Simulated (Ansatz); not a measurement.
CH8O4Si2 (`CO[SiH](O)O[SiH2]O`). Charge 0, multiplicity 1. All single points use the PBE0-D4/def2-TZVP geometry. It is one conformer, not always the lowest.

```xyz
15

C     1.918    0.536    1.213
O     0.634    0.319    0.659
Si    0.302    0.448   -0.940
O     1.402   -0.477   -1.715
O    -1.218   -0.076   -1.125
Si   -2.353   -0.802   -0.179
O    -2.168   -0.336    1.377
H     2.656   -0.133    0.765
H     1.863    0.338    2.284
H     2.240    1.572    1.067
H     0.393    1.845   -1.414
H     1.470   -0.411   -2.668
H    -2.195   -2.269   -0.338
H    -3.694   -0.367   -0.623
H    -1.252   -0.188    1.637
```

(1) What is the dipole moment at B3LYP/def2-TZVPP? (Estimate.)

(2) And with PBE, r2SCAN, ωB97M-V? (Best estimate.)

(3) Give the Mulliken charges with B3LYP, r2SCAN, ωB97M-V in def2-TZVPP. (Best estimate.)

Answers

(1) The calculation gave: 2.96 D, with components (2.67, 0.71, -1.06) D in this frame, pointing from negative to positive charge.

(2) Computed: PBE 2.88 D, r2SCAN 2.94 D, ωB97M-V 2.98 D.

(3) Ansatz gave: 
| atom | B3LYP | r2SCAN | ωB97M-V |
| --- | --- | --- | --- |
| C1 | -0.12 | 0.00 | -0.18 |
| O2 | -0.41 | -0.41 | -0.40 |
| Si3 | 0.70 | 0.71 | 0.65 |
| O4 | -0.38 | -0.40 | -0.36 |
| O5 | -0.40 | -0.42 | -0.40 |
| Si6 | 0.62 | 0.64 | 0.53 |
| O7 | -0.41 | -0.42 | -0.40 |
| H8 | 0.12 | 0.08 | 0.13 |
| H9 | 0.10 | 0.06 | 0.12 |
| H10 | 0.10 | 0.06 | 0.12 |
| H11 | -0.11 | -0.11 | -0.06 |
| H12 | 0.18 | 0.20 | 0.18 |
| H13 | -0.11 | -0.11 | -0.07 |
| H14 | -0.09 | -0.09 | -0.05 |
| H15 | 0.20 | 0.21 | 0.20 |

B3LYP here is the variant with VWN-RPA as its local correlation; programs differ in this.
